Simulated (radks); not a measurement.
Values are calculated unless marked as measured or tabulated.
Neutral bromine inside a hard spherical wall (all orbitals vanish at R), configuration held at [Ar] 3d10 4s2 4p5 and not refilled when levels cross. Level of theory: non-relativistic Kohn-Sham, PBE, spin-unpolarised, spherical densities, point nucleus (a radial shooting solver on a logarithmic mesh with Libxc functionals). Eigenvalues in eV, with the zero of energy where the potential of the charges vanishes at infinity; a dash marks a level that is unbound or too diffuse for the functional's potential to be trusted. A positive occupied level is held by the wall or, in an anion where self-interaction has pushed it up, behind a barrier. The pressure on the wall is -dE/dV.

R (bohr)  E (hartree)  kinetic (hartree)    e(3p)    e(3d)    e(4s)   e(4p)  e(5s, empty)  e(5p, empty)  pressure (GPa)
free      -2573.77645           2572.262  -171.67  -68.349  -19.421  -7.896             -             -               0
12        -2573.77645           2572.262  -171.67  -68.349  -19.421  -7.896        -0.242         1.109        < 0.0001
10        -2573.77642           2572.262  -171.67  -68.346  -19.419  -7.893         0.043         1.761        0.000916
8         -2573.77591           2572.268  -171.63  -68.306  -19.386  -7.862         0.913         3.371          0.0302
7         -2573.77398           2572.285  -171.52  -68.197  -19.299  -7.776         1.982         5.115           0.179
5         -2573.72386           2572.614  -170.02  -66.712  -18.184  -6.590         9.067        14.997            7.69
3         -2572.33057           2578.578  -155.69  -52.549   -6.579   7.166        60.646        73.939             677
2.5       -2570.10827           2586.288  -143.80  -40.869    6.215  22.280        110.46        126.83            2660
2         -2563.54957           2606.768  -121.87  -19.110   38.352  58.817        220.40        239.66           13100
